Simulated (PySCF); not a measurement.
Fill in the blanks.

Compound: C6H14Si2.
InChI=1S/C6H14Si2/c1-2-3-4-5-6(7)8/h6H,4-5H2,1,7-8H3

Conformer (atom-mapped SMILES and torsion angles): `[CH3:1][C:2]#[C:3][CH2:4][CH2:5][CH:6]([SiH3:7])[SiH3:8]`: C3–C4–C5–C6 62°, C4–C5–C6–Si7 66°.

| property | level | value |
| --- | --- | --- |
| point group of the GFN2-xTB geometry | GFN2-xTB | ? |
| rotational constants A, B, C of the GFN2-xTB geometry | GFN2-xTB | ? |
| dipole moment | PBE0/pcSseg-1 | ? |
| HOMO energy | PBE0/pcSseg-1 | ? |
| LUMO energy | PBE0/pcSseg-1 | 0.52 eV |
| 13C chemical shifts (computed TMS as zero) by class | GIAO PBE0/pcSseg-1 | ? |
| 1H chemical shifts (computed TMS as zero) by class | GIAO PBE0/pcSseg-1 | ? |
| isotropic shieldings of nuclei other than C and H, by class | GIAO PBE0/pcSseg-1 | ? |

The electronic properties come from PySCF, for the isolated species, density fitting. GFN2-xTB frequencies show an imaginary mode (27i cm⁻¹), so this geometry is no minimum at that level. NMR classes are plain means over equivalent atoms (diastereotopic ones count apart unless rotation or inversion swaps them), as if these changed places fast; in this geometry the members of some classes differ.

Question: Give the HOMO energy.

Answer: -7.29 eV.

Question: What are the 1H chemical shifts (computed TMS as zero) by class?

Answer: 3.90 (6 H), 2.45 (2 H), 2.00 (3 H), 1.61 (2 H), 1.07 (1 H) ppm.

Question: What are the 13C chemical shifts (computed TMS as zero) by class?

Answer: 84.9 (1 C), 84.5 (1 C), 33.1 (1 C), 23.0 (1 C), 4.7 (1 C), 0.1 (1 C) ppm.

Question: The point group of the GFN2-xTB geometry?

Answer: C1.

Question: What is the dipole moment?

Answer: 1.05 D.

Question: Give the isotropic shieldings of nuclei other than C and H, by class.

Answer: 416 (2 Si) ppm.

Question: The rotational constants A, B, C of the GFN2-xTB geometry?

Answer: 1.779, 0.678, 0.612 GHz.

The rotational constants make it an asymmetric top with κ = (2B − A − C)/(A − C) = -0.89, nearer the prolate limit (−1). The dipole matches unit charges of opposite sign 0.22 Å apart (1 e·Å = 4.8032 D). With B = h/(8π²I), that is 505.379 GHz u Å² over I, the principal moments of inertia are 284.0, 745.7 and 826.3 u Å² (most abundant isotopes).

For the NMR shielding job (PBE0/pcSseg-1), on Intel Xeon at 2.50 GHz, one thread, no GPU, shared host with 64 logical CPUs at a one-minute load of 62, this took 2.5 min wall, 1.9 min CPU and 1.1 GiB of memory at its peak.

One conformer stands for the species.
